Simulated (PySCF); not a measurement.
## EPR parameters of [C6H10O2]+

C₆H₁₀O₂ (charge +1 and doublet state).
Atom-mapped SMILES: `[CH3:1][O:2][C:3](=[O+:4])[CH:5]1[CH2:6][CH2:7][CH2:8]1` (hydrogens: H9, H10, H11 on C1; H12 on C5; H13, H14 on C6; H15, H16 on C7; H17, H18 on C8)

Cartesian coordinates in Å at the GFN2-xTB level; atoms count from 1:
```
atom  x, y, z in Å
C1     3.0958    0.0574   -0.6925
O2     1.8879   -0.1314    0.0672
C3     0.7491    0.0550   -0.4985
O4     0.4810    0.3461   -1.6323
C5    -0.4190   -0.1720    0.5232
C6    -1.4202   -1.1145   -0.1399
C7    -2.1120    0.1070   -0.7127
C8    -1.4269    0.9579    0.3389
H9     3.4854    1.0551   -0.4892
H10    2.9116   -0.0633   -1.7598
H11    3.7972   -0.6929   -0.3310
H12    0.0252   -0.3956    1.4920
H13   -2.0213   -1.6253    0.6190
H14   -1.0601   -1.8829   -0.8254
H15   -3.1964    0.1298   -0.8273
H16   -1.6834    0.3396   -1.7067
H17   -1.0715    1.9500    0.0564
H18   -2.0313    1.0864    1.2422
```

The hyperfine couplings belong to this conformer and change with its torsions.

Computed, not measured: UKS B3LYP, pcH-1 on C H O, non-relativistic, mean-field spin-orbit, GIAO in PySCF. Geometry: GFN2-xTB, one conformer, isolated ion. Couplings are sensitive to structure, and on GFN2-xTB geometries they can be far from those on DFT ones, by a factor of two or more for some ions and for spin on atoms past the first row. Stability of the SCF solution: not tested.

- g1, g2, g3: 2.00267, 2.00607, 2.00722
- g_iso: 2.00532
- Form of g: rhombic: the two nearest values differ by 25 % of g3 − g1
- ⟨S²⟩: 0.7541 (exact 0.7500)
- α and β electrons: 31, 30
- Total energy: -384.76206 Eh

Isotropic coupling and dipolar principal values T1 to T3, in 10⁻⁴ cm⁻¹; ρ(0) is the spin density at the nucleus (1 × 10⁻⁴ cm⁻¹ = 2.998 MHz):

```tsv
atom	isotope	a_iso	T1	T2	T3	Mulliken spin population	ρ(0) (bohr⁻³)
C1	13C	-0.5	-0.7	-0.3	1.0	0.02	-0.0012
O2	17O	-10.5	-6.2	2.6	3.7	0.03	0.0518
C3	13C	9.7	-4.0	-1.3	5.4	0.00	0.0259
O4	17O	-12.1	-52.7	24.8	27.9	0.51	0.0599
C5	13C	-2.5	-5.5	-5.4	10.9	0.12	-0.0066
C6	13C	-3.9	-1.6	-1.5	3.1	0.02	-0.0103
C7	13C	-1.5	-3.7	-3.7	7.4	0.06	-0.0041
C8	13C	-4.1	-1.5	-1.4	2.9	0.01	-0.0108
H9	1H	-0.5	-0.5	-0.4	1.0	0.00	-0.0004
H10	1H	0.2	-1.4	-0.7	2.1	0.00	0.0002
H11	1H	0.6	-0.6	-0.2	0.9	0.00	0.0004
H12	1H	19.0	-2.8	-1.2	4.0	0.02	0.0127
H13	1H	41.0	-1.4	-1.2	2.6	0.04	0.0275
H14	1H	16.0	-1.4	-0.8	2.2	0.02	0.0107
H15	1H	36.5	-2.1	-1.8	3.9	0.04	0.0245
H16	1H	60.4	-3.9	-1.0	4.9	0.05	0.0405
H17	1H	17.2	-1.4	-0.7	2.1	0.02	0.0115
H18	1H	38.7	-1.3	-1.1	2.5	0.04	0.0260
```

The Mulliken spin populations are largest on O4 (+0.51), C5 (+0.12) and C7 (+0.06). O4 is the only atom above +0.15.

O4, the radical centre as drawn in `COC(=[O+])C1CCC1`, holds a spin population of +0.51 out of 1.

Axes: g1 points within 8° of the C3–C5 bond and g2 points within 14° of the C5–H12 bond.

Under fast tumbling the dipolar parts average out, and these isotropic splittings remain: 1 × 1H (H16, I = 1/2, 2 lines) with 6.46 mT, 2 × 1H (H13/H18, I = 1/2, 3 lines) with 4.26 mT, 1 × 1H (H15, I = 1/2, 2 lines) with 3.90 mT, 1 × 1H (H12, I = 1/2, 2 lines) with 2.03 mT and 2 × 1H (H14/H17, I = 1/2, 3 lines) with 1.77 mT.

Means are taken over nuclei equivalent by connectivity, which assumes that they swap fast.

The 13C coupling of C3 (29.1 MHz) shows only in satellite lines or after enrichment, since that isotope makes up about 1.07 % of natural carbon.

The 17O coupling of O4 (-36.3 MHz) shows only in satellite lines or after enrichment, since that isotope makes up about 0.038 % of natural oxygen.

Examples of negative spin density at the nucleus (bohr⁻³): C6/C8 (-0.0106), C5 (-0.0066) and C7 (-0.0041).
